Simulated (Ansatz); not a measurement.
C2H6ClFSn, SMILES `[CH3][SnH]([F])[CH2]Cl`, relaxed with RKS PBE-D4/def2-SVP in Ansatz 0.2.0 from a rough embedded geometry. The force threshold is 0.03 eV/Å; the program also tests the step.

Total charge 0; spin multiplicity 1. Sn takes the def2 core potential.

Start:

```xyz
11

C     0.672   -0.384   -1.549
Sn    0.673    0.391    0.377
F     0.851    2.304    0.276
C    -1.188   -0.054    1.348
Cl   -2.515    0.531    0.392
H     0.582   -1.507   -1.576
H    -0.174    0.039   -2.176
H     1.635   -0.103   -2.111
H     1.965   -0.270    1.278
H    -1.219    0.298    2.356
H    -1.281   -1.245    1.385
```

(1) By how much does the energy fall, and how many steps does the optimiser take? (Best estimate.)

(2) Which bonds change most? (Best estimate.)

(3) Give the relaxed structure. (An estimate is asked.)

Answers

(1) The calculation gave: 36.49 kJ/mol, in 18 steps, 3 of them rejected.

(2) Computed: C4–H11 from 1.195 to 1.107 Å; C1–Sn2 from 2.076 to 2.153 Å; C4–Cl5 from 1.738 to 1.800 Å; Sn2–F3 from 1.923 to 1.971 Å.

(3) Ansatz gave: 
```xyz
11

C     0.659   -0.329   -1.683
Sn    0.739    0.137    0.417
F     1.167    2.058    0.534
C    -1.231   -0.004    1.364
Cl   -2.537    0.051    0.127
H     1.088   -1.330   -1.876
H    -0.404   -0.303   -1.991
H     1.232    0.438   -2.237
H     1.982   -0.630    1.356
H    -1.361    0.856    2.049
H    -1.333   -0.944    1.940
```
